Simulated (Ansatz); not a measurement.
Computed with Ansatz on PBE0-D4/def2-TZVP structures; ΔE is electronic, products minus reactants. CCSD(T)/CBS adds triple-zeta CCSD(T) − MP2 to the extrapolated MP2 energy (def2 sets, frozen cores). This one scheme is used for every species. Functionals use def2-TZVPP. B3LYP here is the variant with VWN-RPA as its local correlation; programs differ in this. HSE06 is defined as in plane-wave codes. Open shells (•) are unrestricted, without spin–orbit coupling. def2 core potentials past Kr. For Te outer-core shells are correlated without core-valence functions, which leaves a few kJ/mol of doubt a bond.

`C[SiH2][TeH]` + `[SiH3]`• → `C[SiH2][Te]`• + SiH₄  (hydrogen abstraction from a Te–H bond)

`C[SiH2][TeH]`:

Cartesian coordinates in Å:
```
C 0.516 -0.745 0.854
Si -0.555 0.592 0.109
Te 0.295 1.382 -2.105
H 0.126 -1.041 1.832
H 1.541 -0.392 0.977
H 0.533 -1.627 0.210
H -0.547 1.821 0.945
H -1.955 0.116 -0.033
H 0.046 -0.108 -2.789
```

`[SiH3]`•:

```xyz
4

Si    0.110   -0.272   -0.168
H    -1.170   -0.637    0.493
H    -0.087    0.819   -1.158
H     1.148    0.090    0.832
```

`C[SiH2][Te]`•:

Cartesian coordinates in Å:
```
C -0.038 -0.188 1.035
Si -0.128 0.021 -0.818
Te 1.561 1.611 -1.727
H -0.794 -0.902 1.374
H -0.212 0.765 1.539
H 0.946 -0.556 1.333
H -1.470 0.519 -1.225
H 0.134 -1.269 -1.512
```

SiH₄:

Cartesian coordinates in Å:
```
Si 0.000 0.000 0.000
H -0.519 1.248 -0.615
H -1.109 -0.975 0.150
H 0.574 0.307 1.335
H 1.054 -0.579 -0.870
```

```tsv
level	ΔE (kcal/mol)	difference from CCSD(T)/CBS
LDA (SPW92)	-17.5	4.0
PBE-D4	-19.0	2.5
revPBE-D4	-19.1	2.4
BLYP-D4	-21.2	0.3
r2SCAN-D4	-20.3	1.2
r2SCANh-D4	-20.8	0.7
r2SCAN0-D4	-21.5	0.0
HSE06-D4	-20.6	0.9
BHLYP-D4	-24.6	-3.1
CAM-B3LYP-D4	-23.3	-1.8
ωB97X-V	-23.9	-2.4
ωB97M-V	-25.1	-3.6
B2PLYP	-23.0	-1.5
PBE-QIDH	-21.9	-0.4
PBE	-19.4	2.1
revPBE	-20.0	1.5
BLYP	-21.9	-0.4
B3LYP	-23.0	-1.5
r2SCANh	-20.9	0.6
r2SCAN0	-21.6	-0.1
HSE06	-20.9	0.6
BHLYP	-25.1	-3.6
CAM-B3LYP	-23.7	-2.2
LC-ωPBE	-22.6	-1.1
RPA@PBE/def2-TZVPP	-22.4	-0.9
HF/def2-SVP	-27.4	-5.9
MP2/def2-SVP	-23.2	-1.7
CCSD/def2-SVP	-24.2	-2.7
CCSD(T)/def2-SVP	-23.6	-2.1
HF/def2-TZVPP	-27.1	-5.6
MP2/def2-TZVPP	-21.4	0.1
SCS-MP2/def2-TZVPP	-23.5	-2.0
CCSD/def2-TZVPP	-23.2	-1.7
CCSD(T)/def2-TZVPP	-22.3	-0.8
HF/def2-QZVPP	-27.2	-5.7
MP2/def2-QZVPP	-21.0	0.5
SCS-MP2/def2-QZVPP	-23.1	-1.6
HF/CBS(def2)	-27.2	-5.7
MP2/CBS(def2)	-20.6	0.9
CCSD/CBS(def2)	-22.4	-0.9
CCSD(T)/CBS	-21.5	0
```

**Question.** What do rigid-rotor, harmonic-oscillator terms from PBE0-D4/def2-TZVP frequencies (298.15 K, 1 bar) make of the CCSD(T)/CBS value? (An estimate is asked.)

**Answer.** Computed: ΔZPE = +1.5 kcal/mol, ΔH = -20.2 kcal/mol, ΔS = -14 J/(mol·K), ΔG = -19.2 kcal/mol. Open shells count their whole term as degenerate.

Largest T1 diagnostic among the species: 0.015.

In def2-TZVPP, CCSD(T) changes the Hartree–Fock value by +4.9 kcal/mol (the triples alone add +1.0 kcal/mol) and MP2 by +5.7 kcal/mol. From r2SCAN to r2SCAN0 (25 % exact exchange), in def2-TZVPP and without D4, ΔE moves by −1.2 kcal/mol. At CCSD(T), def2-SVP lies −2.1 kcal/mol from the extrapolated value and def2-TZVPP −0.8 kcal/mol.
